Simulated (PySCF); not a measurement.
F3H4NSi2, SMILES F[Si](F)(N[SiH3])F.

Coordinates come from a B3LYP-D3(BJ)/def2-SVP optimisation. The values are those of a single conformer.

All values below come from PBE/def2-TZVP (PySCF).

Gas-phase values at a fixed geometry.

Computed frontier levels, gap, dipole moment and polarisability:
```
Quantity                                                                                                        Value
---------------------------------------------------------------------------------------------  ----------------------
highest occupied level                                                                                       -7.10 eV
lowest empty level                                                                                           -1.14 eV
orbital gap                                                                                                   5.95 eV
dipole moment                                                                                                  2.45 D
quadrupole, principal values (traceless, Buckingham form, about the centre of nuclear charge)  -3.29, -1.30, 4.59 D·Å
mean static polarisability                                                                       55.2 bohr³ (8.18 Å³)
polarisability, principal values                                                               50.4, 51.5, 63.7 bohr³
```
